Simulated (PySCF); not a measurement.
# [LaF4]− at several levels of theory

Computed with PySCF 2.14.0 (density fitting, no spin-orbit coupling) at the geometry relaxed with PBE0:

```xyz
5
[LaF4]− (singlet)
La    0.0000    0.0000    0.0000
F     1.2753    1.2753    1.2753
F    -1.2753   -1.2753    1.2753
F     1.2753   -1.2753   -1.2753
F    -1.2753    1.2753   -1.2753
```

```csv
level,basis,state,HOMO (eV),gap (eV),charge on La1 (e),population of f-type functions on La1 (core shells left out),dipole about the centre of mass (D),largest force component (eV/Å)
PBE0,"La def2-SVP with ECP46, F def2-SVP",singlet,-4.58,8.02,1.05,0.22,0.00,0.00
TPSSh,the same,singlet,-3.50,6.76,0.99,0.22,0.00,0.08
PBE0,"La def2-TZVP with ECP46, F def2-TZVP",singlet,-5.01,8.38,1.46,0.20,0.00,0.14
```

Charges are Mulliken's, which hang on the basis. The relaxation used the grid (50, 194), these runs (75, 302) or, all-electron (x2c bases, spin-free X2C Hamiltonian), (99, 590).

Q: What does B3LYP with La def2-SVP with ECP46, F def2-SVP give here?

A: state singlet, HOMO (eV) -4.25, gap (eV) 7.42, charge on La1 (e) 0.99, population of f-type functions on La1 (core shells left out) 0.22, dipole about the centre of mass (D) 0.00, largest force component (eV/Å) 0.11. Time: 2.3 s on 2 threads of Arm Neoverse V2 (shared host), from an already converged density.
